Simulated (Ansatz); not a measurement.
A nudged elastic band was laid between two geometries of ClH8NO3SiTi (15 atoms, charge 0, multiplicity 1).

Computed with RKS PBE/def2-SVP (Ansatz).

```json
{"movable images": "7", "climbing image": "yes", "spring": "5.0 eV/Å²", "optimiser": "quadratic models (default)", "start path": "through a guess of the saddle point", "force threshold": "0.05 eV/Å", "iteration limit": "60", "end points": "relaxed"}
```

Initial state:

```xyz
15
Properties=species:S:1:pos:R:3
Ti 0.104 0.100 0.248
Cl -0.525 -0.263 2.438
O 1.803 -0.306 -0.290
Si 2.686 -1.509 -1.058
H 1.767 -2.539 -1.660
H 3.530 -0.899 -2.147
H 3.597 -2.184 -0.067
O -0.691 1.414 -0.737
H -1.377 1.116 -1.363
O -0.817 -1.331 -0.343
H -1.344 -1.981 0.154
N 1.096 1.958 1.217
H 2.115 1.939 1.085
H 0.721 2.793 0.749
H 0.891 2.015 2.223
```

Final state:

```xyz
15
Properties=species:S:1:pos:R:3
Ti 0.158 0.541 -0.556
Cl 0.433 -1.042 2.705
O 1.684 -0.222 -1.177
Si 2.650 -1.605 -1.091
H 1.973 -2.747 -1.798
H 3.963 -1.313 -1.766
H 2.899 -1.968 0.346
O -0.730 1.583 -1.736
H -1.691 1.590 -1.899
O -0.828 -0.536 0.306
H -0.397 -0.913 1.368
N 0.787 1.646 1.180
H 1.737 2.042 1.154
H 0.148 2.391 1.492
H 0.770 0.877 1.921
```

Problem. Which bonds break or form, and what moves?

Solution. Bonds broken: Ti1–Cl2.

Problem. Give the energies along the band, and the barrier.

Solution. The forces met the threshold. The highest image is number 8 of 0 to 8, 0.68 eV above the first end and 0.00 eV above the last; the last end lies 0.68 eV above the first. The highest image is an end point: on this band no image between the ends rises above it. A vibrational analysis next to that end finds imaginary modes (55i cm⁻¹), so it isn't a minimum. The orbitals stay closed-shell, which can raise the energy where a bond breaks towards radicals; this wasn't checked here.

```csv
image,path coordinate (Å),energy (eV),Ti1–Cl2 (Å)
0,0.00,0.00,2.31
1,0.97,0.00,2.31
2,1.94,0.00,2.31
3,2.91,0.05,2.33
4,3.88,0.16,2.38
5,4.85,0.29,2.52
6,5.81,0.60,2.97
7,6.78,0.67,3.57
8,7.59,0.68,3.64
```

Time of the run: 8.7 min on 4 threads of Arm Neoverse V2, with other jobs on the host, peak memory 0.29 GiB.
